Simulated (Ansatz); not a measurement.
Geometry optimisation, RHF/def2-SVP in Ansatz 0.2.0.

Input file:

```yaml
crystal:
  periodic: [false, false, false]
  atoms:
    - { symbol: B, position_ang: [-0.589543, 0.291316, -0.01347] }
    - { symbol: Br, position_ang: [2.580021, -0.711448, -0.406396] }
    - { symbol: O, position_ang: [-1.314183, -0.429261, -0.887853] }
    - { symbol: O, position_ang: [-0.641779, -0.005479, 1.302538] }
    - { symbol: H, position_ang: [1.736942, 0.355155, -0.949461] }
    - { symbol: H, position_ang: [0.066105, 1.16975, -0.436321] }
    - { symbol: H, position_ang: [-1.76721, -1.152908, -0.479132] }
    - { symbol: H, position_ang: [-0.070353, 0.482975, 1.870194] }
basis:
  gaussian: { orbitals: def2-SVP }
hamiltonian:
  xc: hf
relax:
  f_tol: 0.03
  max_steps: 50
```

Run as:

```bash
$ ansatz run input.yaml --threads 2 --pin off --max-ram 3072MiB --backend cpu --events-out ev --progress --plain --runs-dir out
```

Task: Where does it end, and by what steps?

Result: The run converged. The force dipped under the threshold on the way, but the program's further checks kept it going. After 33 steps the energy has fallen by 0.322 eV; H8 moved furthest, 1.90 Å.

```json
{"step": "0", "energy less start (eV)": "0.0000", "largest force component (eV/Å)": "1.121", "accepted": "yes"}
{"step": "2", "energy less start (eV)": "-0.1693", "largest force component (eV/Å)": "0.113", "accepted": "yes"}
{"step": "4", "energy less start (eV)": "-0.1929", "largest force component (eV/Å)": "0.203", "accepted": "yes"}
{"step": "6", "energy less start (eV)": "-0.2019", "largest force component (eV/Å)": "0.125", "accepted": "yes"}
{"step": "8", "energy less start (eV)": "-0.2083", "largest force component (eV/Å)": "0.607", "accepted": "no"}
{"step": "10", "energy less start (eV)": "-0.2277", "largest force component (eV/Å)": "0.202", "accepted": "yes"}
{"step": "12", "energy less start (eV)": "-0.2417", "largest force component (eV/Å)": "0.611", "accepted": "yes"}
{"step": "14", "energy less start (eV)": "-0.2729", "largest force component (eV/Å)": "0.427", "accepted": "yes"}
{"step": "16", "energy less start (eV)": "-0.2881", "largest force component (eV/Å)": "0.125", "accepted": "yes"}
{"step": "18", "energy less start (eV)": "-0.3009", "largest force component (eV/Å)": "0.138", "accepted": "yes"}
{"step": "20", "energy less start (eV)": "-0.3093", "largest force component (eV/Å)": "0.190", "accepted": "yes"}
{"step": "22", "energy less start (eV)": "-0.3144", "largest force component (eV/Å)": "0.046", "accepted": "yes"}
{"step": "24", "energy less start (eV)": "-0.3183", "largest force component (eV/Å)": "0.094", "accepted": "yes"}
{"step": "26", "energy less start (eV)": "-0.3187", "largest force component (eV/Å)": "0.160", "accepted": "no"}
{"step": "28", "energy less start (eV)": "-0.3208", "largest force component (eV/Å)": "0.087", "accepted": "yes"}
{"step": "30", "energy less start (eV)": "-0.3219", "largest force component (eV/Å)": "0.068", "accepted": "yes"}
{"step": "32", "energy less start (eV)": "-0.3222", "largest force component (eV/Å)": "0.076", "accepted": "yes"}
{"step": "33", "energy less start (eV)": "-0.3223", "largest force component (eV/Å)": "0.026", "accepted": "yes"}
```

```xyz
8
Properties=species:S:1:pos:R:3
B -0.513 0.432 0.567
Br 2.979 -0.687 -2.159
O -0.101 -0.496 -0.326
O -1.684 0.243 1.209
H 1.764 -0.585 -1.445
H 0.178 1.393 0.753
H -0.702 -1.222 -0.418
H -1.921 0.922 1.820
```

Whether the end is a true minimum wasn't checked by a vibrational analysis.

Time of the run: 17 s on 2 threads of AMD EPYC 9R45 96-Core Processor (Zen 5) (shared host), peak memory 0.2 GiB.
